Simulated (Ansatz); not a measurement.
Geometry optimisation, RKS PBE0/def2-SVP in Ansatz.

The input (input.yaml):

```yaml
crystal:
  periodic: [false, false, false]
  atoms:
    - { symbol: Ta, position_ang: [0.0, 0.0, 0.0] }
    - { symbol: O, position_ang: [2.37, 0.0, 0.0] }
    - { symbol: H, position_ang: [2.7071, -0.5308, 0.7903] }
    - { symbol: F, position_ang: [0.0, 0.0, 1.93] }
    - { symbol: F, position_ang: [0.0, 0.0, -1.93] }
    - { symbol: F, position_ang: [-0.965, 1.6714, 0.0] }
    - { symbol: F, position_ang: [-0.965, -1.6714, 0.0] }
    - { symbol: Cl, position_ang: [0.8734, -2.2249, 1.3999] }
    - { symbol: H, position_ang: [2.1134, -1.1502, 0.7237] }
basis:
  gaussian: { orbitals: def2-SVP }
hamiltonian:
  xc: pbe0
relax:
  f_tol: 0.15
  max_steps: 25
  restrain:
    - { distance: [0, 7], at: 3.67, k: 30.0 }
    - { distance: [8, 1], at: 2.21, k: 30.0 }
    - { distance: [0, 1], at: 2.02, k: 30.0 }
    - { distance: [8, 7], at: 1.37, k: 30.0 }
```

Command:

```bash
$ ansatz run input.yaml --threads 4 --pin off --max-ram 5120MiB --backend cpu --events-out ev --progress --plain --runs-dir out
```

Where does it end, and by what steps?

The run converged. The restraints hold the end off the free minimum; the threshold counts their pulls, which the force column leaves out. Restrained pairs: Ta1–Cl8 (2.77 → 3.67 Å), O2–H9 (1.38 → 2.21 Å), Ta1–O2 (2.37 → 1.97 Å), Cl8–H9 (1.77 → 1.33 Å). After 14 steps the energy has fallen by 5.256 eV (the restraints' own energy left out); Cl8 moved furthest, 1.21 Å.

```csv
step,energy less start (eV),largest force component (eV/Å),accepted
0,0.0000,4.626,yes
1,-1.3500,4.060,yes
2,-2.3157,5.176,yes
3,-3.7000,4.440,yes
4,-4.6749,1.632,yes
5,-4.8892,1.442,yes
6,-5.0119,1.484,yes
7,-5.1269,1.244,yes
8,-5.1676,1.474,yes
9,-5.1889,1.460,yes
10,-5.2047,1.441,yes
11,-5.2211,1.478,yes
12,-5.2489,1.635,yes
13,-5.2513,1.394,yes
14,-5.2562,1.466,yes
```

```xyz
9
Properties=species:S:1:pos:R:3
Ta -0.036 0.137 0.067
O 1.916 0.047 0.334
H 2.256 0.363 1.182
F -0.110 0.741 1.856
F 0.269 -0.605 -1.629
F -0.665 1.745 -0.599
F -1.349 -1.124 0.441
Cl 1.526 -3.088 0.856
H 2.326 -2.122 0.405
```

Time of the run: 46 s on 4 threads of Arm Neoverse V2, on a shared host, peak memory 0.35 GiB.
